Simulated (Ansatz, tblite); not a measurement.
Forces on the cluster B2F4 at its PBE0-D4/def2-SVP geometry. The state is a singlet with charge 0.

The xTB rows come from tblite. The structure comes from a short search, and lower isomers may exist.

GFN1-xTB (tblite), largest force 1.71 eV/Å:

```xyz
6
positions Å, forces eV/Å
B    -0.340    0.517    0.600    0.674   -1.025   -1.191
B     0.341   -0.517   -0.600   -0.676    1.025    1.191
F     0.029   -0.394   -1.874    0.008   -0.102   -0.449
F    -0.100    1.812    0.614   -0.023    0.433    0.154
F     1.198   -1.467   -0.288    0.290   -0.348   -0.075
F    -1.128    0.049    1.548   -0.273    0.017    0.370
```

GFN2-xTB (tblite), largest force 0.44 eV/Å:

```
B 0.164 -0.251 -0.292
B -0.166 0.251 0.292
F 0.279 -0.332 0.063
F -0.255 -0.116 0.335
F -0.069 0.015 -0.432
F 0.047 0.433 0.033
```

PBE-D4/def2-TZVP (Ansatz), largest force 0.68 eV/Å:

```
B 0.229 -0.350 -0.408
B -0.231 0.350 0.408
F -0.187 0.096 -0.646
F 0.151 0.663 -0.028
F 0.439 -0.477 0.202
F -0.400 -0.282 0.472
```
